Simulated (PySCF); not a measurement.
silole cation (C₄H₆Si), SMILES C1=C[SiH2]C=C1 (connectivity only; charge and spin as stated), charge +1, multiplicity 2. Atoms are numbered in the order given.

```xyz
11

C      0.0000     0.7161    -1.3573
C      0.0000     1.3336    -0.0920
Si     0.0000     0.0000     1.2747
C      0.0000    -1.3336    -0.0920
C      0.0000    -0.7161    -1.3573
H      0.0000     1.2850    -2.3029
H      0.0000     2.4334    -0.0029
H     -1.2614     0.0000     2.0784
H      1.2614     0.0000     2.0784
H      0.0000    -2.4334    -0.0029
H      0.0000    -1.2850    -2.3029
```
Charge +1, spin multiplicity 2.

Geometry optimised at PBE-D3(BJ)/def2-SVP. The spin state was assumed, not searched.

Computed with M06-2X/def2-TZVP run with PySCF.

ESP charges are fitted to the potential on shells at 1.4 to 2.0 van der Waals radii. Atomic charges (e):

| atom | Mulliken | Löwdin | ESP fit | Mulliken spin |
|---|---|---|---|---|
| C1 | -0.03 | -0.05 | -0.01 | 0.04 |
| C2 | ? | -0.04 | -0.07 | 0.49 |
| Si3 | 0.31 | 0.44 | 0.35 | -0.02 |
| C4 | ? | -0.04 | -0.07 | 0.49 |
| C5 | -0.03 | -0.05 | -0.01 | 0.04 |
| H6 | ? | 0.17 | 0.18 | 0.00 |
| H7 | ? | 0.17 | 0.20 | -0.01 |
| H8 | 0.08 | 0.02 | 0.03 | 0.00 |
| H9 | 0.08 | 0.02 | 0.03 | 0.00 |
| H10 | ? | 0.17 | 0.20 | -0.01 |
| H11 | ? | 0.17 | 0.18 | 0.00 |

Complete the blanks. (Estimate from the structure and the level; the computed values follow.)


- C2, Mulliken: -0.16
- C4, Mulliken: -0.16
- H6, Mulliken: 0.23
- H7, Mulliken: 0.23
- H10, Mulliken: 0.23
- H11, Mulliken: 0.23

Computed Mayer and Wiberg (Löwdin basis) orders of the bonds:
```
bond    Mayer  Wiberg
------  -----  ------
C1–C2    1.44    1.67
C2–Si3   0.91    1.04
Si3–C4   0.91    1.04
C1–C5    1.30    1.48
C4–C5    1.44    1.67
C1–H6    0.92    0.83
C2–H7    0.93    0.87
Si3–H8   0.95    0.91
Si3–H9   0.95    0.91
C4–H10   0.93    0.87
C5–H11   0.92    0.83
```
